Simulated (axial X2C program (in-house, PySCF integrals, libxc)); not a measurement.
## Bond lengths and stretching modes, held linear, of BrBBr

Calculated with an axial X2C code built on PySCF integrals: two-component X2C with atomic mean-field Coulomb and Gaunt terms, Gaussian nuclei, basis Br dyall-av3z, B dyall-v3z with contracted cores. Spin-free rows use the one-electron spin-free X2C Hamiltonian.

Masses Br 78.918, B 11.009, Br 78.918 u. States: 2c Ω = 1/2 (beyond evenly filled blocks: ω = 1/2); spin-free M_S = 1/2, Λ = 1 (beyond evenly filled blocks: π+α).

PBE0, spin-free: energies above the lowest point

| r(Br–B) (Å) | r(B–Br) (Å) | E (meV) |
| --- | --- | --- |
| 1.7852 | 1.7852 | 50.55 |
| 1.7852 | 1.8310 | 24.59 |
| 1.7852 | 1.8768 | 48.41 |
| 1.8310 | 1.7852 | 24.59 |
| 1.8310 | 1.8310 | 0.00 |
| 1.8310 | 1.8768 | 25.04 |
| 1.8310 | 1.9225 | 89.88 |
| 1.8768 | 1.7852 | 48.41 |
| 1.8768 | 1.8310 | 25.04 |
| 1.8768 | 1.8768 | 51.17 |
| 1.9225 | 1.8310 | 89.88 |
| 1.9225 | 1.9225 | 183.51 |

Task: Fit a quadratic surface with cubic terms in each bond: where is the minimum, and what are the two stretching wavenumbers?

Result: At PBE0, spin-free: bonds 1.829 and 1.829 Å; harmonic stretches 289.3 and 1108.8 cm⁻¹; force constants 3.81, 3.81 and coupling 0.08 mdyn/Å.

The other levels and Hamiltonians give:

| Hamiltonian | level | r(Br–B) (Å) | r(B–Br) (Å) | lower stretch (cm⁻¹) | upper stretch (cm⁻¹) |
| --- | --- | --- | --- | --- | --- |
| 2c | PBE0 | 1.829 | 1.829 | 289.4 | 1108.8 |
| 2c | HF | 1.849 | 1.849 | 284.8 | 1094.8 |
| 2c | BHandHLYP | 1.830 | 1.830 | 289.4 | 1107.1 |
| 2c | MP2 | 1.828 | 1.828 | 295.0 | 1126.6 |
| spin-free | HF | 1.850 | 1.850 | 284.7 | 1095.0 |
| spin-free | BHandHLYP | 1.830 | 1.830 | 289.3 | 1107.1 |
| spin-free | MP2 | 1.828 | 1.828 | 294.8 | 1126.3 |

Each state is one determinant, the lowest of a limited PBE0 search; the stretches come from a fit to these few points and carry an uncertainty of a few per cent. Other orders of the atoms were not compared. MP2 freezes inner shells (threshold -2 hartree). The molecule was held linear; bending was not examined, so a bent shape may lie lower. Note: functional without a current term on a determinant with orbital currents, of the molecule or an atom.
